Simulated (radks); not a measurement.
Results of a calculation; reference values are marked as such.
Q: Radial electron density D(r) = 4 pi r^2 rho(r) of an atom or ion with 29 electrons. Code: a radial shooting solver on a logarithmic mesh with Libxc functionals. Model: Dirac Kohn-Sham, BLYP, spin-unpolarised, spherical densities, finite nucleus; Fermi nuclear charge, rms radius of each element as measured or else 0.836 A^(1/3) + 0.57 fm.

r (bohr)  D(r) (e/bohr)
0.005608          5.769
0.006374          7.073
0.007303          8.723
0.008367          10.67
0.009585          12.94
0.01089           15.36
0.01248           18.21
0.0143            21.31
0.01638           24.55
0.01862           27.61
0.02133           30.68
0.02444           33.35
0.028             35.38
0.03182           36.51
0.03646           36.74
0.04177           35.97
0.04786           34.38
0.05439           32.47
0.06232           30.57
0.0714            29.42
0.0818            29.60
0.09297           31.22
0.1065            34.25
0.122             37.88
0.1398            40.90
0.1589            42.05
0.182             40.65
0.2086            36.53
0.2389            30.67
0.2716            25.10
0.3111            20.84
0.3565            19.31
0.4084            20.35
0.4642            22.48
0.5318            24.27
0.6093            24.23
0.698             21.99
0.7933            18.38
0.9089            13.94
1.041             9.823
1.193             6.591
1.356             4.457
1.553             2.989
1.78              2.075
2.039             1.476
2.318             1.063
2.655            0.7167
3.042            0.4461
3.485            0.2491
3.961            0.1274
4.538           0.05338
5.199           0.01850
5.957          0.005169
6.77           0.001249
7.756         0.0002120

What is the nuclear charge?

A: Z = 30. The innermost maximum, from 1s, lies near gamma/Z bohr with gamma = sqrt(1 - (Z/c)^2) = 0.976, here 0.0325 bohr (found: 0.0350), and its height grows with Z. The density is that of the zinc ion Zn+ in [Ar] 3d9.5 4s1.5; the configuration itself is not fixed sharply by these data, and Z only to about a unit. D(r) has 3 maxima, at r = 0.0350, 0.159, 0.567 bohr, and minima at 0.0755, 0.359 bohr, inside which lie 2.11, 10.91 electrons.
